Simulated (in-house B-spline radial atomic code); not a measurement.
OEP/ALDAx excitations of the potassium ion K⁷⁺

Method: OEP/ALDAx. Computed with a B-spline radial code for spherical atoms: linear response of the closed shell [Ne] 3s2 with the adiabatic LDA exchange kernel on the exchange-only optimised effective potential; non-relativistic, point nucleus, no spin-orbit coupling, no double excitations, S, P, D and F terms only.

Command:
```bash
python run_td.py task.json out
```
Settings (radii: box in bohr, nucleus in fm):
```
Z                        19
electrons                12
configuration            [Ne] 3s2
hamiltonian              nr
method                   oep
box_radius               12.81
intervals                69
```

Run time, properties included: 0.4 s on 1 thread of Arm Neoverse N1, on a shared host.

The lowest states, in the order of their Tamm-Dancoff energies; the method's threshold (minus the highest occupied level) is 152.31 eV. Labels give the largest channel, * marks a mixed state, and oscillator strengths are full-response dipole values. Semilocal kernels can invert the small singlet-triplet splittings of Rydberg terms. Energies in eV:

```tsv
state	full response	Tamm-Dancoff	oscillator strength
3s → 3p 3P	14.970	15.367	-
3s → 3p 1P	24.046	24.971	1.1
3s → 3d 3D	42.58	42.71	-
3s → 3d 1D	46.79	46.81	-
3s → 4s 3S	76.17	76.19	-
3s → 4s 1S	?	?	-
3s → 4p 3P	83.15	83.17	-
3s → 4p 1P	84.05	84.09	0.237
3s → 4d 3D	92.79	92.80	-
3s → 4d 1D	93.26	93.26	-
3s → 4f 3F	95.82	95.85	-
3s → 4f 1F	96.66	96.66	-
3s → 5s 3S	?	?	-
3s → 5s 1S	107.88	107.89	-
3s → 5p 3P	110.46	110.47	-
3s → 5p 1P	110.78	110.79	0.0865
3s → 5d 3D	114.96	114.96	-
3s → 5d 1D	115.13	115.14	-
3s → 5f 3F	116.56	116.56	-
3s → 5f 1F	116.93	116.93	-
```

(1) Where does 3s → 5s 3S lie?

(2) Where does 3s → 4s 1S lie?

(3) How large is the singlet-triplet splitting of 3s → 3p (P terms) in Tamm-Dancoff?

(4) What polarisabilities and dispersion coefficient does the method give?

Results:

(1) At 107.19 eV in full response, 107.20 eV in Tamm-Dancoff.

(2) At 78.24 eV in full response, 78.27 eV in Tamm-Dancoff.

(3) 9.6 eV, from the unrounded values.

(4) Dipole 1.475 bohr³, quadrupole 1.064 bohr⁵, C6 1.556 hartree·bohr⁶ for two such species.
